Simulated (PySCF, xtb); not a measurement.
C5H7F, SMILES C/C=C/C=C\F. The values are those of a single conformer.

Harmonic wavenumbers (cm⁻¹) from xtb with GFN2-xTB at its own minimum, in rising order: 101, 133, 173, 198, 292, 454, 465, 661, 732, 797, 874, 955, 1004, 1013, 1032, 1124, 1149, 1203, 1258, 1289, 1334, 1401, 1472, 1480, 1674, 1688, 2991, 3008, 3042, 3053, 3073, 3083, 3096.

### Question
What does B3LYP-D3(BJ)/def2-SVP run with PySCF 2.14.0 give at its own minimum? (An estimate is asked for; the answer gives what the named calculation found.)

### Answer
121, 138, 205, 216, 306, 470, 496, 710, 772, 846, 936, 937, 1013, 1035, 1052, 1108, 1180, 1246, 1297, 1317, 1395, 1418, 1449, 1460, 1701, 1747, 3010, 3068, 3112, 3130, 3158, 3176, 3210. Paired by order, the mean absolute difference is 39 cm⁻¹ and the zero-point energies are 64.8 and 66.4 kcal/mol.
